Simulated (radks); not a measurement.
Coulomb parameter of the 5d shell of the tungsten ion W+ in the model configuration [Xe] 4f14 5d3 6s1 6p1, as a second difference U = [E(n + 0.25) + E(n - 0.25) - 2 E(n)] / (0.25)^2 with all orbitals relaxed. "Bare": the charge of the atom changes with n. "Screened": the 6p shell takes up the change at fixed total charge, which measures U(5d,5d) + U(6p,6p) - 2 U(5d,6p). Method: scalar-relativistic Kohn-Sham, PBE, spin-unpolarised, spherical densities, finite nucleus; Fermi nuclear charge, rms radius 5.3658 fm; computed with a radial shooting solver on a logarithmic mesh with Libxc functionals.

| case | configuration | E - E(n) (eV) |
|---|---|---|
| start | [Xe] 4f14 5d3 6s1 6p1 | 0.000 |
| bare +0.25 | [Xe] 4f14 5d3.25 6s1 6p1 | -3.390 |
| bare -0.25 | [Xe] 4f14 5d2.75 6s1 6p1 | 4.003 |
| screened +0.25 | [Xe] 4f14 5d3.25 6s1 6p0.75 | -1.609 |
| screened -0.25 | [Xe] 4f14 5d2.75 6s1 6p1.25 | 1.723 |

U(bare) = 9.807 eV, U(screened by 6p) = 1.822 eV, against the Slater integral F0(5d,5d) = 13.250 eV with frozen orbitals.
